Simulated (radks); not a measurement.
Values are calculated unless marked as measured or tabulated.
Valence configurations of the samarium ion Sm2+ (all share [Xe]). Level of theory: Dirac Kohn-Sham, LDA (Slater exchange, Perdew-Wang correlation), spin-unpolarised, spherical densities, finite nucleus; open shells are shared between the two j in proportion to 2j + 1; Fermi nuclear charge, rms radius 5.0819 fm (a radial shooting solver on a logarithmic mesh with Libxc functionals). Energies are relative to 4f6; eigenvalues in eV.

| valence | E (eV) | e(4f5/2) | e(4f7/2) | e(5d3/2) | e(5d5/2) | e(6p1/2) |
|---|---|---|---|---|---|---|
| 4f6 | 0.000 | -16.296 | -15.748 | - | - | - |
| 4f5.5 5d0.5 | 1.581 | -19.049 | -18.476 | -14.745 | -14.438 | - |
| 4f5.5 6p0.5 | 3.808 | -20.863 | -20.288 | - | - | -11.624 |
| 4f5 5d1 | 4.207 | -22.071 | -21.472 | -15.542 | -15.210 | - |
| 4f5 6s1 | 5.002 | -24.680 | -24.078 | - | - | - |
| 4f5 6p1 | 9.392 | -25.807 | -25.204 | - | - | -12.691 |
| 4f4 5d2 | 13.095 | -28.783 | -28.132 | -17.109 | -16.723 | - |
| 4f4 6s2 | 17.106 | -34.490 | -33.833 | - | - | - |
| 4f2 5d2 6s2 | 56.214 | -50.567 | -49.806 | -24.391 | -23.814 | - |

NIST lists [Xe] 4f6 as the ground configuration; this level of theory agrees among the configurations tried. The energies are those of spherical spin-averaged densities, not of single terms.
